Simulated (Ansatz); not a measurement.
Ansatz (an electronic-structure program) input for HS2, SMILES [S]S (connectivity only; charge and spin as stated), charge -1, multiplicity 1, PBE/def2-TZVPD. Geometry: B3LYP-D3(BJ)/def2-TZVPD. The spin state was assumed, not searched. The isomer is the one that the SMILES or the coordinates give; other isomers of the formula were not compared.

Ansatz 0.2 input:
```yaml
crystal:
  periodic: [false, false, false]
  atoms:
    - {symbol: S, position_ang: [0.01266025, 1.09310994, 0.00000000]}
    - {symbol: S, position_ang: [-0.08882898, -1.00826370, 0.00000000]}
    - {symbol: H, position_ang: [1.21869963, -1.35753982, 0.00000000]}
basis:
  gaussian:
    orbitals: def2-TZVPD
hamiltonian:
  xc: {name: PBE}
total_charge: -1
```

It prints:

```
WARN ansatz: RAYON_NUM_THREADS=1 ignored (pool sized by the plan → 1); use --threads N
Functional definition: PBE
integrals: 0.03 GiB planned
637 factors; their error is unknown
mean field: 0.22 GiB planned
mean field evaluation 1: about -21678.7779 eV, gradient 2.0e1 eV
mean field evaluation 2: about -21675.8469 eV, gradient 3.8e1 eV
mean field evaluation 4: about -21679.7701 eV, gradient 2.6e0 eV
mean field evaluation 8: about -21679.7933 eV, gradient 2.0e-2 eV
mean field evaluation 16: about -21679.7854 eV, gradient 3.2e-5 eV
mean field -21679.78538361 eV, -796.7174177615 hartree, gradient 3.2e-5 eV, S^2 0.000000; 0 other end points of the search recorded, 0 dependent functions left out
reference -21679.78542602 eV, -796.7174193198 hartree; 17, 17 occupied and 84, 84 virtual orbitals, 637 factors
Total energy: -21679.78542602 eV, -796.7174193198 hartree
```

Self-consistency was reached.

Cost: very roughly 0.9 core-seconds.
